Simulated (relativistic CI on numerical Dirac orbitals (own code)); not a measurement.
# Ligand-field terms of d2

Computed with a parametric ligand-field model of a d^n configuration (Racah B and C, spin-orbit zeta, crystal field), exact diagonalisation.

Field parameters in Wybourne normalisation: Oh B⁴₀ = 21Dq, B⁴₄ = √(5/14) B⁴₀. The field is a parameter set, without covalency.

Q: A d2 ion in Oh symmetry has the ground term 3T1 and bands at 1T2 13949 cm⁻¹ (717 nm), 1E 14127 cm⁻¹ (708 nm), 3T2 29823 cm⁻¹ (335 nm), 1A1 31271 cm⁻¹ (320 nm), 3T1 42145 cm⁻¹ (237 nm), 3A2 61723 cm⁻¹ (162 nm). Which parameters reproduce them?

A: B = 960, C = 3870, ζ = 0 cm⁻¹, Oh, 10Dq = 31900 cm⁻¹.

Q: Ground term and bands for B = 320, C = 1640, ζ = 0 cm⁻¹, Oh, 10Dq = 6700 cm⁻¹?

A: Ground term 3T1 with 0.04 electrons in the two orbitals of the cubic e set. Spin-allowed: 3T2 6110 cm⁻¹ (1637 nm), 3T1 10321 cm⁻¹ (969 nm), 3A2 12810 cm⁻¹ (781 nm). Lowest spin-forbidden: 1T2 5383 cm⁻¹ (1858 nm), 1E 5477 cm⁻¹ (1826 nm), 1A1 11050 cm⁻¹ (905 nm).

Q: Ground term and bands for B = 830, C = 4310, ζ = 0 cm⁻¹, Oh, 10Dq = 10450 cm⁻¹?

A: Ground term 3T1 with 0.06 electrons in the two orbitals of the cubic e set. Spin-allowed: 3T2 9251 cm⁻¹ (1081 nm), 3A2 19701 cm⁻¹ (508 nm), 3T1 20502 cm⁻¹ (488 nm). Lowest spin-forbidden: 1T2 14097 cm⁻¹ (709 nm), 1E 14487 cm⁻¹ (690 nm), 1T2 25305 cm⁻¹ (395 nm).

Q: Ground term and bands for B = 580, C = 2840, ζ = 0 cm⁻¹, Oh, 10Dq = 21350 cm⁻¹?

A: Ground term 3T1 with 0.02 electrons in the two orbitals of the cubic e set. Spin-allowed: 3T2 20058 cm⁻¹ (499 nm), 3T1 27466 cm⁻¹ (364 nm), 3A2 41408 cm⁻¹ (241 nm). Lowest spin-forbidden: 1T2 9416 cm⁻¹ (1062 nm), 1E 9513 cm⁻¹ (1051 nm), 1A1 21009 cm⁻¹ (476 nm).

Q: Ground term and bands for B = 1020, C = 4060, ζ = 0 cm⁻¹, Oh, 10Dq = 30000 cm⁻¹?

A: Ground term 3T1 with 0.02 electrons in the two orbitals of the cubic e set. Spin-allowed: 3T2 27874 cm⁻¹ (359 nm), 3T1 41047 cm⁻¹ (244 nm), 3A2 57874 cm⁻¹ (173 nm). Lowest spin-forbidden: 1T2 14749 cm⁻¹ (678 nm), 1E 14963 cm⁻¹ (668 nm), 1A1 32669 cm⁻¹ (306 nm).
